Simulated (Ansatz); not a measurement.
Two structures of CH6BBr, closed shell, reached by relaxing down either side of one saddle point (PBE0-D4/def2-TZVP). Energies are electronic, without zero-point energy. Program: Ansatz 0.2.0. Basis: def2-TZVPP and def2-QZVPP. Cores are frozen in the correlated methods. Filled d shells of the heavier atoms are correlated. The def2 sets are not built for correlating such inner shells, so the correlated values are less sure here. Extrapolation: Hartree–Fock as exp(−7.88 √X), correlation as X^−2.97. First:

B1  (-0.387, -1.788, -0.461)
Br2  (0.354, -1.874, -2.201)
H3  (-1.526, -1.466, -0.360)
H4  (0.314, -2.075, 0.455)
H5  (0.554, 1.055, -0.460)
C6  (0.249, 1.440, 0.513)
H7  (-0.429, 2.281, 0.371)
H8  (-0.259, 0.660, 1.081)
H9  (1.131, 1.768, 1.063)
(Å)

Second:

```tsv
atom	x (Å)	y (Å)	z (Å)
B1	-0.4219	-0.7467	0.3961
Br2	0.6169	-1.0118	-2.1495
H3	-1.5146	-1.0367	-0.0028
H4	0.2837	-1.6309	0.7929
H5	1.0916	0.3265	-2.2240
C6	-0.0603	0.7440	0.6920
H7	-0.5555	1.4740	0.0477
H8	-0.4497	0.9248	1.7070
H9	1.0100	0.9568	0.7404
```

Problem. Which bonds change from the first to the second?

Solution. BH₂Br ([BH2][Br]) + CH₄ → CH₅B ([BH2][CH3]) + HBr; bonds formed: B1–C6, Br2–H5; bonds broken: B1–Br2, H5–C6.

Problem. Give the saddle point's structure and its height above each. (To be estimated.)

Solution. The calculation gives: 149.7 kJ/mol above the first and 64.2 kJ/mol above the second (CCSD(T) at an estimated basis limit (MP2 extrapolated from triple and quadruple zeta, plus CCSD(T) − MP2 in triple zeta)).
B1  (-0.286, -0.793, 0.055)
Br2  (0.607, -0.951, -2.082)
H3  (-1.440, -0.968, -0.170)
H4  (0.392, -1.574, 0.641)
H5  (0.412, 0.107, -0.852)
C6  (0.065, 0.798, 0.448)
H7  (-0.460, 1.591, -0.087)
H8  (-0.400, 0.719, 1.440)
H9  (1.109, 1.072, 0.608)
(Å)

No T1 diagnostic of these runs exceeds 0.010. The start structure is not quite a true minimum (one mode of 43i cm⁻¹). The end structure is not quite a true minimum (one mode of 69i cm⁻¹).

Labels in which every atom is bracketed show which atoms are joined, not bond orders.

For scale, one of the runs: CCSD(T)/def2-TZVPP, 194 basis functions, launched by `ansatz run in.yaml --threads 4 --pin off --events-out ev --progress --plain --max-ram 9574MiB`. The run took 59 s on 4 CPU threads of an Intel Xeon (shared host), with 2.3 GiB of host memory at its peak.
